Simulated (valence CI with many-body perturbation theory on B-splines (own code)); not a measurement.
# Zn X: key properties

Method: relativistic CI+MBPT: three valence electrons over a frozen Dirac-Fock core [Ar], a basis of 7 s, 7 p, 8 d, 6 f, 4 g, 1 h functions for each j, with the one-electron correlation potential Σ1 (screened to all orders), the two-electron term Σ2, the three-electron term Σ3, Breit, model QED; selected single and double excitations, second order for the rest, scaled by the run's own slope (own B-spline code, finite nucleus).

No measured levels were compared; by estimate terms of the open shell hold to 2 to 4 % of their energy, and close levels can change places. Only levels of the ground parity were solved; by the run's estimate the other parity begins above the list, which can be wrong where configurations are misplaced.

Rates and lifetimes use the calculated energies. Strong lines usually hold to 10 to 20 %, long lifetimes can be off by a factor of two.

What is the ground level?

3d³ ⁴F_3/2, composition 99 % 3d³ ⁴F, g = 0.401.

How well does LS coupling describe the low levels?

Among the lowest 19 levels the leading LS term, summed over configurations, holds 93 % on average. For single configurations the figures are 93 % in LS and 64 % in jj coupling. Terms mix most in the J = 3/2 level at 39614 cm⁻¹, where the leading one holds 52 %.

How is the term ⁴F of the ground level split?

J = 3/2 at 0.0, J = 5/2 at 1605, J = 7/2 at 3636, J = 9/2 at 5958 cm⁻¹.

What is the ionisation energy?

237.9 eV; NIST lists 238 ± 2.2 eV (theoretical).
